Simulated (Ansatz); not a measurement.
`[F][Hf]([F])([Cl])[Br]` + `F[SiH]1CO1` → `[F][Hf]([F])([F])[Cl]` + `Br[SiH]1CO1` at 600 K and 1 bar (redistribution).

Isolated molecules relaxed with PBE0-D4/def2-TZVP in Ansatz; ΔE leaves out vibrations. CCSD(T)/CBS is the MP2 limit (def2-TZVPP, def2-QZVPP) plus CCSD(T) − MP2 in def2-TZVPP, frozen cores. Elements past krypton have def2 core potentials. For Br, Hf outer-core shells are correlated without core-valence functions, which leaves a few kJ/mol of doubt a bond. Scalar relativity is left out up to krypton.

```
                 species  CCSD(T)/CBS energy (Eh)  H − E (kJ/mol)  S (J/(mol·K))
`[F][Hf]([F])([Cl])[Br]`              -3280.90483            67.6          454.0
            `F[SiH]1CO1`               -503.94479           152.2          347.1
 `[F][Hf]([F])([F])[Cl]`               -807.38599            68.5          419.9
           `Br[SiH]1CO1`              -2977.45276           150.2          374.2
```

H − E and S are ideal-gas, rigid-rotor, harmonic terms from PBE0-D4/def2-TZVP, for one conformer and one mirror image of each species. 1 Eh = 2625.50 kJ/mol, R = 8.31446 J/(mol·K).

By hand: ΔE, ΔH, ΔS and ΔG.

ΔE = (-807.38599) + (-2977.45276) − (-3280.90483) − (-503.94479) = 0.01087 Eh = 28.5 kJ/mol. Δ(H − E) = 68.5 + 150.2 − 67.6 − 152.2 = -1.1, so ΔH = 27.4 kJ/mol. ΔS = 419.9 + 374.2 − 454.0 − 347.1 = -7.0 J/(mol·K). ΔG = 27.4 − 600 × (-7.0)/1000 = 31.6 kJ/mol.

By hand: the equilibrium constant, and the temperature at which ΔG would vanish if ΔH and ΔS stayed fixed.

log₁₀ K = −ΔG/(RT ln 10) = -2.8. ΔH and −TΔS have one sign here, so there is no such temperature.

The number of gas molecules stays the same, so ΔS is small and ΔH decides. A doubt of 5 kJ/mol in ΔE shifts log₁₀ K by 0.4 here. Other conformers and mirror images would add mixing entropy, several J/(mol·K) or more a flexible species. These are equilibria of isolated gas molecules and say nothing of rates. Largest T1 diagnostic: 0.016 (customary marks: 0.02 for closed shells, 0.045 for open ones).

ΔS is within the doubt of such terms, so its sign, and with it that verdict, could turn.
